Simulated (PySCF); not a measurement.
Record of a relaxation.

Compound: C₈H₁₂Si.
Bonds: Si1–C2, C2–C3, C3–C4 (double), C4–C5, C5–C6 (double), C6–C7, C7–C8, C8–C9, C3–C7, C7–C9. Hydrogens: H10, H11, H12 on Si1; H13, H14 on C2; H15 on C4; H16 on C5; H17 on C6; H18, H19 on C8; H20, H21 on C9.

Method: PySCF 2.14.0, PBE0-D3(BJ)/def2-SVP geometry optimisation, gas phase; density fitting, grid level 1; the optimiser is geomeTRIC in internal coordinates, started from a GFN2-xTB structure. 6 of its 8 geometries are shown. The frame can shift and turn from step to step; on so coarse a grid that alone can change the energy by a few meV, and forces under 0.02 eV/Å are noise.

Step 0: E = -16346.1783 eV, largest atomic force 1.022 eV/Å
```
atom  x, y, z in Å  |  force x, y, z in eV/Å
Si1     2.667   -0.016   -0.719   -0.667   0.672   0.382
C2      1.328    1.018    0.176    0.101  -0.494  -0.118
C3      0.225    0.156    0.665    0.164   0.295  -0.289
C4      0.202   -0.591    1.790   -0.049  -0.029   0.033
C5     -1.038   -1.324    1.863   -0.004  -0.034   0.032
C6     -1.785   -1.036    0.784   -0.059   0.141  -0.280
C7     -1.050   -0.071   -0.051   -0.040  -0.174   0.151
C8     -1.173   -0.056   -1.561   -0.182   0.319   0.308
C9     -1.787    1.040   -0.777    0.224  -0.352  -0.190
H10     3.160   -1.049    0.188    0.246  -0.430   0.366
H11     2.106   -0.640   -1.920   -0.198  -0.275  -0.463
H12     3.756    0.883   -1.111    0.529   0.283  -0.208
H13     1.795    1.525    1.022    0.271   0.204   0.190
H14     0.946    1.791   -0.493   -0.006   0.330  -0.289
H15     0.978   -0.642    2.533    0.482   0.006   0.365
H16    -1.296   -1.990    2.667   -0.212  -0.377   0.409
H17    -2.761   -1.410    0.534   -0.572  -0.237  -0.102
H18    -1.816   -0.801   -2.005   -0.289  -0.352  -0.159
H19    -0.277    0.148   -2.126    0.451   0.111  -0.229
H20    -2.861    1.064   -0.669   -0.478  -0.032   0.086
H21    -1.326    2.016   -0.789    0.289   0.425   0.006
```

Step 1: E = -16346.2680 eV, largest atomic force 0.135 eV/Å
```
atom  x, y, z in Å  |  force x, y, z in eV/Å
Si1     2.747    0.021   -0.739   -0.007  -0.094   0.004
C2      1.387    0.983    0.169    0.027   0.133  -0.005
C3      0.289    0.100    0.653   -0.035  -0.047  -0.015
C4      0.260   -0.661    1.780    0.098   0.003   0.067
C5     -0.990   -1.403    1.844   -0.030  -0.059   0.069
C6     -1.740   -1.108    0.757   -0.044  -0.014  -0.023
C7     -0.991   -0.139   -0.065    0.040   0.039  -0.016
C8     -1.097   -0.113   -1.582    0.018  -0.044  -0.091
C9     -1.709    0.983   -0.804   -0.066   0.080   0.009
H10     3.303   -1.023    0.174    0.001   0.009  -0.012
H11     2.195   -0.649   -1.958    0.007   0.002   0.021
H12     3.866    0.920   -1.169   -0.049   0.036   0.014
H13     1.868    1.500    1.018   -0.007  -0.024  -0.041
H14     1.009    1.778   -0.500    0.017  -0.035   0.030
H15     1.055   -0.712    2.528   -0.035   0.002  -0.028
H16    -1.267   -2.084    2.652    0.009   0.025  -0.034
H17    -2.732   -1.490    0.506    0.037   0.017   0.006
H18    -1.744   -0.868   -2.036    0.019   0.026   0.015
H19    -0.176    0.087   -2.138   -0.027  -0.013   0.029
H20    -2.797    1.016   -0.696    0.031   0.001  -0.007
H21    -1.224    1.964   -0.801   -0.006  -0.042   0.009
```

Step 3: E = -16346.2701 eV, largest atomic force 0.092 eV/Å
```
atom  x, y, z in Å  |  force x, y, z in eV/Å
Si1     2.739    0.009   -0.735    0.006   0.012  -0.002
C2      1.385    0.984    0.167   -0.014  -0.025   0.011
C3      0.290    0.099    0.657   -0.025   0.011  -0.009
C4      0.262   -0.664    1.783   -0.033  -0.009  -0.032
C5     -0.991   -1.407    1.840   -0.007  -0.021   0.028
C6     -1.740   -1.110    0.752    0.083   0.037   0.018
C7     -0.988   -0.137   -0.064   -0.028   0.006  -0.038
C8     -1.091   -0.105   -1.582   -0.002   0.014   0.012
C9     -1.705    0.989   -0.800    0.006  -0.011  -0.005
H10     3.323   -1.010    0.186    0.005   0.003   0.004
H11     2.184   -0.687   -1.935   -0.004  -0.009   0.002
H12     3.826    0.934   -1.188    0.005  -0.002  -0.011
H13     1.872    1.509    1.005    0.001  -0.004   0.017
H14     1.004    1.768   -0.509    0.007   0.009  -0.010
H15     1.053   -0.717    2.533    0.005  -0.004   0.011
H16    -1.270   -2.091    2.643   -0.001  -0.011   0.015
H17    -2.730   -1.491    0.498   -0.002  -0.002   0.000
H18    -1.738   -0.856   -2.041   -0.006  -0.006  -0.002
H19    -0.168    0.094   -2.131    0.007   0.004  -0.009
H20    -2.791    1.024   -0.696   -0.008   0.000   0.002
H21    -1.216    1.966   -0.789    0.006   0.009  -0.002
```

Step 4: E = -16346.2704 eV, largest atomic force 0.065 eV/Å
```
atom  x, y, z in Å  |  force x, y, z in eV/Å
Si1     2.741    0.006   -0.731    0.001   0.033  -0.003
C2      1.386    0.984    0.165   -0.016  -0.047   0.007
C3      0.290    0.100    0.655   -0.022   0.013  -0.008
C4      0.261   -0.666    1.779    0.019  -0.020   0.032
C5     -0.991   -1.411    1.840    0.023   0.042  -0.044
C6     -1.738   -1.110    0.752   -0.004   0.004  -0.002
C7     -0.989   -0.135   -0.066   -0.021  -0.014  -0.009
C8     -1.095   -0.100   -1.583   -0.002   0.010   0.021
C9     -1.707    0.992   -0.799    0.009  -0.015  -0.002
H10     3.333   -1.002    0.198    0.006   0.003   0.007
H11     2.187   -0.705   -1.923   -0.006  -0.008   0.000
H12     3.821    0.935   -1.195    0.008  -0.013  -0.010
H13     1.873    1.511    1.002   -0.006  -0.002   0.017
H14     1.007    1.765   -0.514    0.005   0.012  -0.007
H15     1.053   -0.719    2.528    0.013  -0.001   0.012
H16    -1.268   -2.096    2.641    0.002  -0.001   0.004
H17    -2.727   -1.490    0.497   -0.008  -0.002  -0.005
H18    -1.742   -0.851   -2.042   -0.004  -0.004  -0.003
H19    -0.173    0.100   -2.134    0.006   0.002  -0.008
H20    -2.794    1.026   -0.693   -0.006   0.002   0.002
H21    -1.218    1.969   -0.786    0.001   0.008  -0.002
```

Step 6: E = -16346.2712 eV, largest atomic force 0.027 eV/Å
```
atom  x, y, z in Å  |  force x, y, z in eV/Å
Si1     2.744    0.002   -0.724   -0.004   0.002   0.001
C2      1.385    0.982    0.165    0.011   0.005  -0.010
C3      0.288    0.099    0.653    0.020   0.003  -0.008
C4      0.264   -0.670    1.775   -0.004   0.006  -0.008
C5     -0.988   -1.413    1.833   -0.001  -0.009   0.008
C6     -1.738   -1.109    0.748   -0.024  -0.010  -0.007
C7     -0.991   -0.133   -0.068    0.005  -0.003   0.016
C8     -1.098   -0.092   -1.585    0.001  -0.001   0.002
C9     -1.710    0.997   -0.796    0.004   0.004   0.002
H10     3.350   -0.983    0.221    0.005   0.004   0.002
H11     2.185   -0.738   -1.896   -0.003  -0.001   0.004
H12     3.816    0.926   -1.216   -0.002  -0.005  -0.002
H13     1.867    1.512    1.003   -0.006  -0.001  -0.001
H14     1.009    1.761   -0.520    0.004   0.004   0.010
H15     1.058   -0.726    2.522   -0.005   0.002  -0.008
H16    -1.264   -2.101    2.634   -0.001   0.003  -0.004
H17    -2.728   -1.489    0.494    0.002   0.001   0.002
H18    -1.747   -0.842   -2.044    0.004   0.002  -0.001
H19    -0.177    0.110   -2.137   -0.005  -0.003   0.002
H20    -2.796    1.032   -0.687    0.003   0.001  -0.002
H21    -1.219    1.975   -0.781   -0.004  -0.002   0.001
```

Step 7: E = -16346.2716 eV, largest atomic force 0.023 eV/Å
```
atom  x, y, z in Å  |  force x, y, z in eV/Å
Si1     2.746   -0.004   -0.716   -0.005  -0.011   0.002
C2      1.385    0.982    0.163    0.014   0.010  -0.003
C3      0.289    0.100    0.651   -0.010  -0.019  -0.008
C4      0.264   -0.675    1.770    0.006   0.006   0.004
C5     -0.988   -1.418    1.826   -0.002  -0.004   0.003
C6     -1.739   -1.109    0.743    0.010   0.002   0.001
C7     -0.992   -0.130   -0.068   -0.008   0.007  -0.002
C8     -1.099   -0.082   -1.585   -0.002  -0.001  -0.001
C9     -1.709    1.004   -0.791    0.004  -0.001  -0.002
H10     3.375   -0.957    0.247    0.002   0.003   0.000
H11     2.179   -0.781   -1.861   -0.001   0.001   0.002
H12     3.802    0.917   -1.247    0.001   0.000  -0.001
H13     1.864    1.517    1.000   -0.003   0.000   0.000
H14     1.011    1.757   -0.528   -0.003   0.003   0.010
H15     1.059   -0.735    2.516   -0.001  -0.001  -0.001
H16    -1.264   -2.109    2.624    0.000   0.001   0.000
H17    -2.730   -1.488    0.488    0.001   0.002   0.001
H18    -1.749   -0.829   -2.048    0.002   0.001  -0.004
H19    -0.178    0.121   -2.137   -0.001  -0.002   0.000
H20    -2.796    1.040   -0.682    0.000   0.001  -0.001
H21    -1.218    1.981   -0.772   -0.004   0.001   0.001
```

Problem. Summarise the path.

Solution. The energy falls by 9.00 kJ/mol from step 0 to step 7; nine tenths of that is first reached at step 1. It falls at every step. The largest force goes from 1.022 to 0.023 eV/Å. Among the bonds Si1–H10 changes most (a near tie, within 0.001 Å, with another), from 1.461 to 1.493 Å; the atoms move by 0.070 Å rms after alignment.

Problem. Follow the three bonds and two angles with the largest change from start to end.

Solution. 
```
step  E above end (kJ/mol)  largest force (eV/Å)  Si1–H10 (Å)  Si1–H12 (Å)  Si1–H11 (Å)  C2–Si1–H12 (°)  C3–C2–H13 (°)
   0                  9.00                 1.022        1.461        1.465        1.465           108.3          109.4
   1                  0.35                 0.135        1.494        1.499        1.496           111.6          110.4
   2                  0.16                 0.040        1.494        1.498        1.495           110.7          110.7
   3                  0.15                 0.092        1.493        1.498        1.495           110.2          110.9
   4                  0.12                 0.065        1.493        1.498        1.494           110.0          111.0
   5                  0.08                 0.061        1.493        1.498        1.495           110.1          111.0
   6                  0.04                 0.027        1.493        1.498        1.495           110.3          110.9
   7                  0.00                 0.023        1.493        1.498        1.495           110.5          111.0
```

What follows is the cost of the whole optimisation. Cost: about 6 min of CPU time on one thread; the machine was shared, so the figure is rough.
